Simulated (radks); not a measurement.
Results of a calculation; reference values are marked as such.
Q: The krypton ion Kr2+ is in [Ar] 3d10 4s2 4p4. Code: a radial shooting solver on a logarithmic mesh with Libxc functionals. Model: scalar-relativistic Kohn-Sham, PBEsol, spin-polarised, spherical densities, finite nucleus; Fermi nuclear charge, rms radius of each element as measured or else 0.836 A^(1/3) + 0.57 fm. Open shells are filled with parallel spins first. One electron is removed from 4p, 4s, 3d, 3p in turn, with full relaxation. Which removal costs least, and what does each cost?

A: 4p 35.408 eV; 4s 51.225 eV; 3d 120.55 eV; 3p 234.22 eV. The 4p electron leaves first.
